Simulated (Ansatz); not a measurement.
C3H9ClS2Si (SMILES CS[Si](C)(Cl)SC), singlet, at a GFN2-xTB geometry, with bond 9-1 at 1.4 times its length; CASSCF(6,6)/STO-3G (Ansatz, a first-principles code).

Ansatz was given this input:
Ansatz 0.2 input:
```yaml
crystal:
  periodic: [false, false, false]
  atoms:
    - {symbol: C, position_ang: [1.64853138, -1.74639013, 0.98644837]}
    - {symbol: S, position_ang: [0.87607178, -0.23818385, 1.65566438]}
    - {symbol: Si, position_ang: [0.02330343, 0.58008832, -0.15905267]}
    - {symbol: C, position_ang: [-0.69638125, 2.27269449, 0.29690464]}
    - {symbol: Cl, position_ang: [1.41620601, 0.70976601, -1.61963718]}
    - {symbol: S, position_ang: [-1.47587255, -0.79751648, -0.89528220]}
    - {symbol: C, position_ang: [-2.53012036, -0.93562262, 0.58720559]}
    - {symbol: H, position_ang: [2.05243216, -2.28998522, 1.83355925]}
    - {symbol: H, position_ang: [2.76354731, -1.35809291, 0.03009399]}
    - {symbol: H, position_ang: [0.89994769, -2.34578500, 0.47722275]}
    - {symbol: H, position_ang: [-1.32233937, 2.20837677, 1.18160310]}
    - {symbol: H, position_ang: [-1.29682050, 2.66906537, -0.51644743]}
    - {symbol: H, position_ang: [0.09712091, 2.98286982, 0.50647819]}
    - {symbol: H, position_ang: [-1.91080491, -1.10010585, 1.46345865]}
    - {symbol: H, position_ang: [-3.11762577, -0.03030047, 0.69827100]}
    - {symbol: H, position_ang: [-3.18399847, -1.78524419, 0.42361940]}
basis:
  gaussian:
    orbitals: STO-3G
hamiltonian:
  xc: hf
magnetization: {spin_polarized: false}
correlation: {active_space: {window: {electrons: 6, orbitals: 6}}}
```

What the program printed (banner, timings and long lists left out):

```
Functional definition: HF
732 factors; integrals over basis functions are off by at most 4.2e-5 eV
mean field evaluation 1: about -44733.0401 eV, gradient 2.8e1 eV
mean field evaluation 2: about -44733.2406 eV, gradient 2.8e1 eV
mean field evaluation 4: about -44736.8241 eV, gradient 1.6e0 eV
mean field evaluation 8: about -44736.8385 eV, gradient 2.5e-5 eV
mean field -44736.83849874 eV, -1644.0484911105 hartree, gradient 1.0e-6 eV, S^2 0.000000; 0 other end points of the search recorded, 0 dependent functions left out
reference -44736.83849874 eV, -1644.0484911105 hartree; 45, 45 occupied and 15, 15 virtual orbitals, 732 factors
state -44738.92116328 eV, -1644.1250276206 hartree
Total energy: -44738.92116328 eV, -1644.1250276206 hartree
```
